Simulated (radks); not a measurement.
Question: These are the eigenvalues of the occupied orbitals of an atom or ion with whole-number occupations (eV). All-electron calculation, scalar-relativistic Kohn-Sham, PBE, spin-polarised, spherical densities, point nucleus. Program: a radial shooting solver on a logarithmic mesh with Libxc functionals.

1s up: -90700.40
1s down: -90700.39
2s up: -16305.46
2s down: -16305.46
2p up: -13945.89
2p down: -13945.88
3s up: -3944.617
3s down: -3944.607
3p up: -3270.699
3p down: -3270.688
3d up: -2594.921
3d down: -2594.909
4s up: -914.2263
4s down: -914.2080
4p up: -693.4826
4p down: -693.4635
4d up: -441.4784
4d down: -441.4565
5s up: -169.1966
5s down: -169.1344
4f up: -164.0098
4f down: -163.9841
5p up: -107.2672
5p down: -107.2019
5d up: -38.4512
5d down: -38.2746
6s up: -25.1025
6s down: -24.2521
6p up: -14.0308
6d up: -4.7977

Which element is it, and in what charge state? The configuration may be excited. Open shells, if any, are filled with parallel spins first.

Answer: Z = 83, bismuth, charge +1: Bi+ in [Hg] 6p1 6d1. The list shows which subshells hold electrons but not how many an open one holds; the 1s level, -3333.2 hartree, gives Z - s = 81.6 by -(Z - s)^2/2, which with screening and relativity narrows Z to a few neighbours, and the depths of the outer levels then fix element, charge and occupations together.
